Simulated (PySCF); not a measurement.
[WO4]2- (charge -2 and singlet state).
SMILES: `[O]=[W-2](=[O])(=[O])=[O]`

Level of theory: PBE0-D3(BJ)/def2-SVP geometry optimisation, gas phase, def2 core potentials past Kr (PySCF 2.14.0).

Masses are those of the commonest isotopes; rigid-rotor values at the optimised geometry. 

Question: Give the principal moments of inertia and the rotational constants in MHz.

Answer: Ia = 136.88, Ib = 136.95, Ic = 136.99 u·Å²; 505379 MHz·u·Å²/I gives A = 3692, B = 3690, C = 3689 MHz.

Question: What kind of rotor is it?

Answer: A spherical top, as the point group Td requires three equal moments; the computed ones differ by 0.08 % because the geometry is symmetric only within the optimiser's tolerance.

The point group Td allows no dipole (computed: 0.00 D (about the centre of mass, as the species is charged)), so a rigid rotor has no electric-dipole lines.

Question: Estimate the classical rotational partition function at 10 K, 200 K and 298.15 K.

Answer: Point group Td, symmetry number σ = 12; q = (√π/σ)·√((kT/h)³/(ABC)), k/h = 20836.6 MHz/K: 62.7 at 10 K, 5600 at 200 K, 10200 at 298.15 K.

No PBE0-D3(BJ)/def2-SVP frequencies stand behind this structure, so it isn't proved a minimum. Whether so highly charged an anion holds all its electrons in the gas phase wasn't checked; a finite basis holds them in any case. The ion is multiply charged and computed without counter-ions or solvent. No vibrational averaging or centrifugal distortion is included, and the geometry carries the error of its method.

On one thread of an Arm Neoverse V2, on a shared host, this took 24 s wall and 0.34 GiB of memory at its peak. This is the geometry optimisation.
